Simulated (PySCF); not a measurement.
# Zr²⁺: interval between two levels

Zr²⁺ [Kr] 4d2 [3F4, M_J = 4] → Zr²⁺ [Kr] 4d1 5p1 [3F4, M_J = 4], as a difference of total energies. Computed with PySCF 2.14 in x2c-TZVPall-2c, with the two-component X2C-1e Hamiltonian. Correlated levels: [Ar] 3d10 frozen; the 6 highest virtual spinors dropped. "Screened" scales the spin-orbit matrix elements by Boettger's factors to mimic the two-electron term; Breit and QED terms are absent.

```json
{"method": "GHF (spin-free)", "interval between two levels (cm⁻¹)": "53605"}
{"method": "GMP2 (spin-free)", "interval between two levels (cm⁻¹)": "52945"}
{"method": "GHF (screened spin-orbit)", "interval between two levels (cm⁻¹)": "54047"}
{"method": "GMP2 (screened spin-orbit)", "interval between two levels (cm⁻¹)": "53415"}
```

The labels give the starting determinants; with spin-orbit coupling the two ends relaxed to ⟨J²⟩ = 20.01, ⟨L²⟩ = 12.02, ⟨S²⟩ = 2.01 and ⟨J²⟩ = 20.01, ⟨L²⟩ = 12.01, ⟨S²⟩ = 2.01.
